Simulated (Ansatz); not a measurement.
Cost and result for the atomization energy of C$_{2}$H$_{5}$AlO, SMILES `[OH][Al]1[CH2][CH2]1` (9 atoms, 9 bonds).

```xyz
9

O    -0.564    2.240    1.174
Al   -0.173    0.798    0.391
C     0.798   -0.228   -0.859
C    -0.294   -1.051    0.007
H    -1.228    2.310    1.858
H     0.590   -0.214   -1.928
H     1.825   -0.551   -0.692
H    -1.095   -1.482   -0.592
H     0.141   -1.822    0.642
```

The species carries charge 0 and has multiplicity 1. The structure was optimised at the PBE0-D4/def2-TZVP level. It is one conformer, not always the lowest. Program: Ansatz. All runs use 2 threads of an AMD EPYC 9R45 on a shared host. Times are those of one run each, without the atoms' runs, and a repeat can differ threefold. Electronic energies, without spin–orbit coupling; frozen cores. CCSD(T)/CBS adds CCSD(T) − MP2 in def2-TZVPP to the MP2 limit, and its time is that of the two runs behind it. T1 = 0.012. B3LYP takes the VWN-RPA correlation (the form of Gaussian; ORCA's B3LYP/G). HSE06 is the plane-wave form, built on full-range PBE exchange.

CCSD(T)/CBS is a level of theory with its own doubt, some kJ/mol a heavy atom from the limit and from the frozen cores, so smaller differences don't rank the functionals.

```json
{"level": "LDA (SPW92)/def2-TZVPP", "functions": "205", "wall time": "0.65 s", "atomization (kJ/mol)": "3804.8", "difference from CCSD(T)/CBS": "473.8", "per bond": "52.6"}
{"level": "BHLYP-D4/def2-TZVPP", "functions": "205", "wall time": "1.2 s", "atomization (kJ/mol)": "3208.6", "difference from CCSD(T)/CBS": "-122.4", "per bond": "-13.6"}
{"level": "CCSD(T)/def2-SVP", "functions": "85", "wall time": "1.4 s", "atomization (kJ/mol)": "3137.1", "difference from CCSD(T)/CBS": "-193.9", "per bond": "-21.5"}
{"level": "HSE06-D4/def2-TZVPP", "functions": "205", "wall time": "1.4 s", "atomization (kJ/mol)": "3326.1", "difference from CCSD(T)/CBS": "-4.9", "per bond": "-0.5"}
{"level": "B3LYP-D4/def2-TZVPP (with forces)", "functions": "205", "wall time": "1.9 s", "atomization (kJ/mol)": "3311.0", "difference from CCSD(T)/CBS": "-20.0", "per bond": "-2.2"}
{"level": "r2SCAN-D4/def2-TZVPP (with forces)", "functions": "205", "wall time": "2 s", "atomization (kJ/mol)": "3341.3", "difference from CCSD(T)/CBS": "10.3", "per bond": "1.2"}
{"level": "r2SCANh-D4/def2-TZVPP", "functions": "205", "wall time": "2 s", "atomization (kJ/mol)": "3318.2", "difference from CCSD(T)/CBS": "-12.8", "per bond": "-1.4"}
{"level": "B2PLYP/def2-TZVPP", "functions": "205", "wall time": "2.4 s", "atomization (kJ/mol)": "3289.9", "difference from CCSD(T)/CBS": "-41.1", "per bond": "-4.6"}
{"level": "ωB97X-V/def2-TZVPP", "functions": "205", "wall time": "3.1 s", "atomization (kJ/mol)": "3327.3", "difference from CCSD(T)/CBS": "-3.7", "per bond": "-0.4"}
{"level": "B97M-V/def2-TZVPP", "functions": "205", "wall time": "3.9 s", "atomization (kJ/mol)": "3336.7", "difference from CCSD(T)/CBS": "5.7", "per bond": "0.6"}
{"level": "MP2/def2-QZVPP", "functions": "391", "wall time": "8 s", "atomization (kJ/mol)": "3365.7", "difference from CCSD(T)/CBS": "34.7", "per bond": "3.9"}
{"level": "CCSD(T)/def2-TZVPP", "functions": "205", "wall time": "21 s", "atomization (kJ/mol)": "3242.3", "difference from CCSD(T)/CBS": "-88.7", "per bond": "-9.9"}
{"level": "CCSD(T)/CBS(def2)", "functions": "–", "wall time": "29 s", "atomization (kJ/mol)": "3331.0", "difference from CCSD(T)/CBS": "0.0", "per bond": "0.0"}
```

From BLYP to BHLYP (50 % exact exchange), in def2-TZVPP and without D4, the atomization energy moves by −85.4 kJ/mol: exact exchange takes away binding that semilocal exchange gives to molecules. At CCSD(T), def2-SVP lies −193.9 kJ/mol from the extrapolated value and def2-TZVPP −88.7 kJ/mol: correlation converges slowly with the basis, and small sets miss more of it in the bonded molecule than in its fragments. In def2-TZVPP, CCSD(T) changes the Hartree–Fock value by +850.7 kJ/mol (the triples alone add +51.5 kJ/mol) and MP2 by +921.4 kJ/mol; breaking electron pairs costs correlation energy, which Hartree–Fock lacks.
